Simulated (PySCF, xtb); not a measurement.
B(H)(OH)2 (BH3O2), SMILES B(O)O.

xtb with GFN2-xTB at its own geometry gives an orbital gap of 7.54 eV and a dipole moment of 1.77 D.

The structure is a stationary point at PBE-D3(BJ)/def2-TZVP. The values are those of a single conformer.

Question: What does PySCF with PBE/def2-TZVPD give? (An estimate is asked for; the answer gives what the named calculation found.)

Answer: gap 7.15 eV (levels -7.79 and -0.64 eV), dipole 1.48 D.
